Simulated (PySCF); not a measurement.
Compound: C5H6NP.
SMILES with atom numbers: `[CH2:1]=[P:2][n:3]1[cH:4][cH:5][cH:6][cH:7]1`

Geometry (GFN2-xTB, Å), atoms numbered from 1 in this order:
```xyz
13
C5H6NP angstrom
C      2.736   -0.088    0.067
P      1.691    0.947   -0.708
N      0.134    0.368   -0.277
C     -0.985    1.154   -0.447
C     -2.083    0.455   -0.058
C     -1.633   -0.823    0.355
C     -0.281   -0.845    0.210
H      3.792    0.059   -0.076
H      2.449   -0.909    0.700
H     -0.889    2.154   -0.824
H     -3.099    0.798   -0.065
H     -2.246   -1.628    0.712
H      0.411   -1.642    0.396
```

Definitions: NICS(0) = −σiso at the ring centroid; NICS(1) = −σiso and NICS(1)zz = −σzz at ±1 Å along the ring normal z. Level: GIAO PBE0/pcSseg-1 (PySCF, non-relativistic, gas phase) on the GFN2-xTB geometry, one conformer.

Ring bond lengths (Å), with Mayer bond orders in brackets: N3–C4 1.377 (1.08), C4–C5 1.359 (1.57), C5–C6 1.417 (1.32), C6–C7 1.360 (1.56), C7–N3 1.371 (1.07).

**Question.** What do the NICS probes read (ppm)?

**Answer.** 
```
          ring                                               type  NICS(0)  NICS(1), two faces  NICS(1)zz, two faces  rms pucker (Å)  centre to ring atoms, mean (Å)
N3–C4–C5–C6–C7  5-membered ring with N; formal bonds all aromatic    -11.3       -10.1 / -10.1         -26.8 / -26.1            0.00                            1.17
```

**Question.** What do they say, and how far can they be read as aromaticity?

**Answer.** 
- N3–C4–C5–C6–C7: mean NICS(1)zz -26.4 ppm, shielded. The ring is flat and has no four-coordinate atom; by the NICS criterion it is aromatic.

**Question.** What does the geometric index give? Use HOMA with the parameters of Krygowski (1993).

**Answer.** 
- N3–C4–C5–C6–C7: HOMA 0.81; the largest term is that of C4–C5, α(R − Ropt)² = 0.22. The geometric and the magnetic index point the same way.

**Question.** At the second NICS(1) probe listed for ring N3–C4–C5–C6–C7, 1 Å off the ring, how large is the induced field along the normal in 7.05 T applied along it?

**Answer.** NICSzz × B0 = -26.1 ppm × 7.05 T = -184 μT, against the applied field.

**Question.** Give the inner angles of the rings and the Hirshfeld charges of the ring atoms.

**Answer.** 
- N3–C4–C5–C6–C7: N3 107.6° (-0.063 e), C4 109.1° (-0.038 e), C5 106.9° (-0.092 e), C6 107.4° (-0.086 e), C7 108.9° (-0.037 e); sum 540.0° against 540° for a flat convex ring.

**Question.** What are the shieldings of the ring atoms and their hydrogens in the same run (means over atoms taken as equivalent)?

**Answer.** 
| atoms | environment | σ isotropic (ppm) | principal values of the symmetric part, first atom (ppm) |
| --- | --- | --- | --- |
| N3 | pyrrole-type nitrogen | 59.2 | -16.1, 12.7, 180.9 |
| C4 (×2) | aromatic CH next to a ring nitrogen | 61.0 | -24.2, 64.8, 130.0 |
| C5 (×2) | aromatic CH carbon | 67.8 | -16.6, 60.7, 160.9 |
| H10 (×2) | aromatic hydrogen | 24.64 | 21.8, 25.7, 27.2 |
| H11 (×2) | aromatic hydrogen | 25.06 | 22.8, 25.7, 26.8 |
